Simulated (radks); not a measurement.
Task: The mean radii <r> (bohr) of the occupied orbitals of an atom or ion are listed with their occupations. Method: non-relativistic Kohn-Sham, PBE, spin-polarised, spherical densities, point nucleus; computed with a radial shooting solver on a logarithmic mesh with Libxc functionals.

orbital  occ.      <r>
1s          2  0.01869
2s          2  0.07863
2p          6  0.06642
3s          2   0.1980
3p          6   0.1885
3d         10   0.1644
4s          2   0.4338
4p          6   0.4369
4d         10   0.4424
4f         14   0.4572
5s          2   0.9741
5p          6    1.049
5d         10    1.324

Name the element and its charge. Open shells, if any, are filled with parallel spins first.

Result: Z = 81, thallium, charge +3: Tl3+ in [Xe] 4f14 5d10. The 1s radius gives Z: for a bare nucleus <r> = 1.5/Z, 0.01852 bohr for Z = 81, and screening makes it slightly larger (0.01869 here). The occupations add up to 78, and the charge is Z minus that.
